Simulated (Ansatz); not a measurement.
`[OH][In]([F])[Br]` + H–F → `[OH][In]([F])[F]` + HBr at 700 K and 1 bar (ligand exchange at the In–Br bond).

Computed with Ansatz on PBE0-D4/def2-TZVP structures; ΔE is electronic, products minus reactants. CCSD(T)/CBS adds triple-zeta CCSD(T) − MP2 to the extrapolated MP2 energy (def2 sets, frozen cores). This one scheme is used for every species. def2 core potentials past Kr. For Br, In outer-core shells are correlated without core-valence functions, which leaves a few kJ/mol of doubt a bond. Scalar relativity is left out up to krypton. One conformer a species, not always the lowest.

```tsv
species	CCSD(T)/CBS energy (Eh)	H − E (kJ/mol)	S (J/(mol·K))
`[OH][In]([F])[Br]`	-2938.80145	96.4	429.9
H–F	-100.39570	45.2	198.5
`[OH][In]([F])[F]`	-465.24461	97.0	406.9
HBr	-2573.91920	36.5	223.7
```

H − E and S are ideal-gas, rigid-rotor, harmonic terms from PBE0-D4/def2-TZVP, for one conformer and one mirror image of each species. 1 Eh = 2625.50 kJ/mol, R = 8.31446 J/(mol·K).

Task: By hand: ΔE, ΔH, ΔS and ΔG.

Result: ΔE = (-465.24461) + (-2573.91920) − (-2938.80145) − (-100.39570) = 0.03334 Eh = 87.5 kJ/mol. Δ(H − E) = 97.0 + 36.5 − 96.4 − 45.2 = -8.1, so ΔH = 79.4 kJ/mol. ΔS = 406.9 + 223.7 − 429.9 − 198.5 = 2.2 J/(mol·K). ΔG = 79.4 − 700 × (2.2)/1000 = 77.9 kJ/mol.

Task: By hand: the equilibrium constant, and the temperature at which ΔG would vanish if ΔH and ΔS stayed fixed.

Result: log₁₀ K = −ΔG/(RT ln 10) = -5.8. ΔG = 0 at ΔH/ΔS = 36091 K, far beyond where these terms or the molecules hold.

The number of gas molecules stays the same, so ΔS is small and ΔH decides. A doubt of 5 kJ/mol in ΔE shifts log₁₀ K by 0.4 here. Other conformers and mirror images would add mixing entropy, several J/(mol·K) or more a flexible species. These are equilibria of isolated gas molecules and say nothing of rates. Largest T1 diagnostic: 0.018 (customary marks: 0.02 for closed shells, 0.045 for open ones).
